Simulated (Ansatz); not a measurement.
C₂H₆ClY, SMILES `[CH3][Y]([CH3])[Cl]`. Charge 0, multiplicity 1. Y takes the def2 core potential. Geometry: relaxed with PBE0-D4/def2-TZVP.

```xyz
10

C    -1.308   -0.677   -1.237
Y     0.690   -0.808   -0.053
C     0.730    0.877    1.552
Cl    2.736   -1.096   -1.396
H    -2.191   -0.780   -0.589
H    -1.415   -1.410   -2.047
H    -1.396    0.314   -1.706
H     0.373    1.816    1.106
H     0.059    0.676    2.400
H     1.721    1.087    1.971
```

**Question.** What is the dipole moment at PBE/def2-TZVPP? (Best estimate.)

**Answer.** Ansatz gave: 3.75 D, with components (-1.64, -2.28, 2.48) D in this frame, pointing from negative to positive charge.

**Question.** And with r2SCAN, B3LYP, ωB97M-V? (An estimate is asked.)

**Answer.** Ansatz gave: r2SCAN 3.95 D, B3LYP 3.91 D, ωB97M-V 3.99 D.

**Question.** Give the Mulliken charges with PBE, B3LYP, ωB97M-V in def2-TZVPP. (Estimate.)

**Answer.** Ansatz gave: 
| atom | PBE | B3LYP | ωB97M-V |
| --- | --- | --- | --- |
| C1 | -0.64 | -0.65 | -0.69 |
| Y2 | 1.03 | 1.09 | 0.95 |
| C3 | -0.65 | -0.65 | -0.69 |
| Cl4 | -0.34 | -0.36 | -0.31 |
| H5 | 0.09 | 0.09 | 0.12 |
| H6 | 0.10 | 0.09 | 0.12 |
| H7 | 0.11 | 0.11 | 0.13 |
| H8 | 0.11 | 0.11 | 0.13 |
| H9 | 0.09 | 0.09 | 0.12 |
| H10 | 0.10 | 0.10 | 0.12 |

B3LYP here is the variant with VWN-RPA as its local correlation; programs differ in this.
